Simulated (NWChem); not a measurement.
System: Si₂H₃, doublet; SMILES [SiH3][Si]

Here is an NWChem input.

```
start job
memory heap 200 mb stack 900 mb global 1100 mb
geometry units angstroms noautosym nocenter noautoz
  Si    -0.019632     1.343620     0.000000
  Si    -0.007592    -1.038093     0.000000
  H     -0.588768    -1.700520     1.213448
  H      1.474885    -1.313956     0.000000
  H     -0.588768    -1.700520    -1.213448
end
basis spherical
  Si library def2-svp
  H library def2-svp
end
dft
  odft
  mult 2
  xc b3lyp
  iterations 150
end
cosmo
  do_cosmo_smd true
  solvent ethanol
end
task dft energy
```

Excerpt of the output:

```
             Northwest Computational Chemistry Package (NWChem) 7.3.0
             --------------------------------------------------------

                             Geometry "geometry" -> ""
                             -------------------------

 Output coordinates in angstroms (scale by  1.889725989 to convert to a.u.)

  No.       Tag          Charge          X              Y              Z
 ---- ---------------- ---------- -------------- -------------- --------------
    1 Si                  14.0000    -0.01963200     1.34362000     0.00000000
    2 Si                  14.0000    -0.00759200    -1.03809300     0.00000000
    3 H                    1.0000    -0.58876800    -1.70052000     1.21344800
    4 H                    1.0000     1.47488500    -1.31395600     0.00000000
    5 H                    1.0000    -0.58876800    -1.70052000    -1.21344800

 Effective nuclear repulsion energy (a.u.)      65.8795529231

                                 NWChem DFT Module
                                 -----------------

 Summary of "ao basis" -> "ao basis" (spherical)
 ------------------------------------------------------------------------------
       Tag                 Description            Shells   Functions and Types
 ---------------- ------------------------------  ------  ---------------------
 Si                         def2-svp                 8       18   4s3p1d
 H                          def2-svp                 3        5   2s1p

 in cosmo_initialize ...
 calling solv_data for solv:ethanol

 solvent parameters
 solvname_short: ethanol
 solvname_long:  ethanol
 dielec:       24.8520
 dielecinf:     1.8526
 nonaqueous SMD model solvent descriptors
 dielec:       24.8520
 sola:          0.3700
 solb:          0.4800
 solc:          0.0000
 solg:         31.6200
 solh:          0.0000
 soln:          1.3611

          ---------------
          -cosmo- solvent
          ---------------
 Cosmo: York-Karplus, doi: 10.1021/jp992097l
 dielectric constant -eps-     =  24.85
 screen = (eps-1)/(eps    )    =   0.95976
 surface charge correction     = lagrangian

   van der Waals surface
 --------------------------

[...]

                                COSMO-SMD solvation results
                                ---------------------------

             internal energy in gas <Psi(g)|H|Psi(g)> =      -580.542022295714
         internal energy in solvent <Psi(s)|H|Psi(s)> =      -580.541884019241
                               delta internal energy  =         0.000138276474 (    0.09 kcal/mol)
   total free energy in solvent <Psi(s)|H+V/2|Psi(s)> =      -580.544313739052
 polarization energy contribution <Psi(s)|V/2|Psi(s)> =        -0.002429719812 (   -1.52 kcal/mol)
    total free energy in solvent including G(SMD-CDS) =      -580.545681050101
                       G(SMD-CDS) energy contribution =        -0.001367311049 (   -0.86 kcal/mol)
     1 M fixed-concentration free energy of solvation =        -0.003658754387 (   -2.30 kcal/mol)

                    DFT Final Alpha Molecular Orbital Analysis
                    ------------------------------------------

 Vector   14  Occ=1.000000D+00  E=-3.512090D-01
              MO Center=  5.3D-01, -1.2D+00,  2.8D-07, r^2= 2.3D+00
   Bfn.  Coefficient  Atom+Function         Bfn.  Coefficient  Atom+Function
  ----- ------------  ---------------      ----- ------------  ---------------
    42      0.376595  4 H  s                 26      0.288046  2 Si px
    29      0.220745  2 Si px                43      0.204190  4 H  s
    37     -0.179778  3 H  s                 47     -0.179778  5 H  s
    23     -0.165198  2 Si px                38     -0.096810  3 H  s
    48     -0.096809  5 H  s                  3     -0.075182  1 Si s

 Vector   15  Occ=1.000000D+00  E=-2.501362D-01
              MO Center=  2.3D-03,  6.9D-01,  1.5D-10, r^2= 3.6D+00
   Bfn.  Coefficient  Atom+Function         Bfn.  Coefficient  Atom+Function
  ----- ------------  ---------------      ----- ------------  ---------------
     9      0.333638  1 Si py                12      0.316371  1 Si py
     4      0.304621  1 Si s                 30     -0.282533  2 Si py
    27     -0.274131  2 Si py                 3      0.235442  1 Si s
     6     -0.173975  1 Si py                21     -0.169106  2 Si s
     2      0.147924  1 Si s                 24      0.146866  2 Si py

 Vector   16  Occ=1.000000D+00  E=-1.972982D-01
              MO Center= -3.5D-02,  1.1D+00,  5.4D-08, r^2= 2.8D+00
   Bfn.  Coefficient  Atom+Function         Bfn.  Coefficient  Atom+Function
  ----- ------------  ---------------      ----- ------------  ---------------
    13      0.642975  1 Si pz                10      0.435902  1 Si pz
     7     -0.225051  1 Si pz                38     -0.130221  3 H  s
    48      0.130221  5 H  s                 37     -0.091728  3 H  s
    47      0.091728  5 H  s                 31      0.075855  2 Si pz
    33      0.067611  2 Si d -1              15     -0.029976  1 Si d -1

 Vector   17  Occ=0.000000D+00  E=-1.250381D-01
              MO Center= -1.5D-02,  1.2D+00, -4.3D-08, r^2= 2.8D+00
   Bfn.  Coefficient  Atom+Function         Bfn.  Coefficient  Atom+Function
  ----- ------------  ---------------      ----- ------------  ---------------
    11      0.668277  1 Si px                 8      0.409900  1 Si px
     5     -0.218700  1 Si px                43     -0.160390  4 H  s
    42     -0.114709  4 H  s                 38      0.094596  3 H  s
    48      0.094596  5 H  s                 29      0.083813  2 Si px
    32      0.064596  2 Si d -2              22     -0.053328  2 Si s

[...]
```

Level: B3LYP/def2-SVP, spin-unrestricted, SMD on the gas-phase geometry. In the optimisation the excess spin sits in a" (Cs, its own frame). Geometry: optimised at PBE0/def2-SVP, spin-unrestricted. No stability test was run on the SCF state. B3LYP is NWChem's, with the RPA form of VWN correlation. Solvent: ethanol.
